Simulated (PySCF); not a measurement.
C2H4BBrCl2.
Atom-mapped SMILES: `[Cl:1][B:2]([Cl:3])[CH2:4][CH2:5][Br:6]` (hydrogens: H7, H8 on C4; H9, H10 on C5)

Method: PBE0-D3(BJ)/def2-SVP geometry optimisation, gas phase (PySCF); density fitting, grid level 1; the optimiser is geomeTRIC in internal coordinates, started from a GFN2-xTB structure with every atom displaced at random (about 0.01 Å).

Geometry at step 1:
```
atom  x, y, z in Å
Cl1    -1.6334    1.3930   -1.3289
B2     -1.4554    0.0558   -0.1557
Cl3    -2.9217   -0.7086    0.4275
C4     -0.0686   -0.3578    0.4224
C5      1.1287    0.3020   -0.2243
Br6     2.8118   -0.5040    0.3093
H7     -0.0532   -0.2052    1.5199
H8     -0.0056   -1.4556    0.3054
H9      1.0776    0.2188   -1.3273
H10     1.2029    1.3658    0.0245
```

Question: What forces act on the atoms?

Answer: 
```json
{"atom": "Cl1", "Fx (eV/Å)": "0.108", "Fy (eV/Å)": "-0.612", "Fz (eV/Å)": "0.391"}
{"atom": "B2", "Fx (eV/Å)": "-0.395", "Fy (eV/Å)": "0.799", "Fz (eV/Å)": "-0.065"}
{"atom": "Cl3", "Fx (eV/Å)": "0.111", "Fy (eV/Å)": "-0.008", "Fz (eV/Å)": "-0.106"}
{"atom": "C4", "Fx (eV/Å)": "0.292", "Fy (eV/Å)": "-0.213", "Fz (eV/Å)": "-0.022"}
{"atom": "C5", "Fx (eV/Å)": "-0.136", "Fy (eV/Å)": "-0.040", "Fz (eV/Å)": "-0.497"}
{"atom": "Br6", "Fx (eV/Å)": "0.026", "Fy (eV/Å)": "-0.008", "Fz (eV/Å)": "0.052"}
{"atom": "H7", "Fx (eV/Å)": "-0.148", "Fy (eV/Å)": "0.011", "Fz (eV/Å)": "-0.123"}
{"atom": "H8", "Fx (eV/Å)": "0.022", "Fy (eV/Å)": "-0.018", "Fz (eV/Å)": "0.008"}
{"atom": "H9", "Fx (eV/Å)": "0.119", "Fy (eV/Å)": "0.013", "Fz (eV/Å)": "0.319"}
{"atom": "H10", "Fx (eV/Å)": "0.001", "Fy (eV/Å)": "0.074", "Fz (eV/Å)": "0.043"}
```

The largest, 0.89 eV/Å, acts on B2; the rms over all components is 0.253 eV/Å. The forces sum to zero within rounding, as they must for an isolated molecule in no field.

Question: Give the force on B2 in Eh/bohr and in nN.

Answer: 0.894 eV/Å ÷ 51.422 = 0.01739 Eh/bohr, and 0.894 eV/Å × 1.602 = 1.43 nN.

Question: How far is this geometry from the end of the optimisation?

Answer: 0.040 eV above it, and 0.100 Å rms away after alignment. The bonds farthest from their final lengths, with half the difference of the two atoms' forces along the bond (positive lengthens):

```json
{"bond": "Cl1–B2", "now (Å)": "1.788", "final (Å)": "1.753", "force along bond (eV/Å)": "-0.70"}
{"bond": "C5–H9", "now (Å)": "1.107", "final (Å)": "1.097", "force along bond (eV/Å)": "-0.41"}
{"bond": "B2–C4", "now (Å)": "1.558", "final (Å)": "1.566", "force along bond (eV/Å)": "+0.45"}
{"bond": "C5–Br6", "now (Å)": "1.941", "final (Å)": "1.947", "force along bond (eV/Å)": "+0.14"}
{"bond": "C4–H7", "now (Å)": "1.108", "final (Å)": "1.106", "force along bond (eV/Å)": "-0.04"}
{"bond": "C5–H10", "now (Å)": "1.095", "final (Å)": "1.097", "force along bond (eV/Å)": "+0.12"}
```

The angle farthest from its final value is B2–C4–H7, 110.1° against 106.9°.

Of the 2 listed bonds off by 0.010 Å or more, this force points towards the final length in 2.

What follows is the cost of the whole optimisation. Time: 58 s of wall time; peak memory 0.54 GiB. Hardware: Arm Neoverse V2, one thread (shared host).
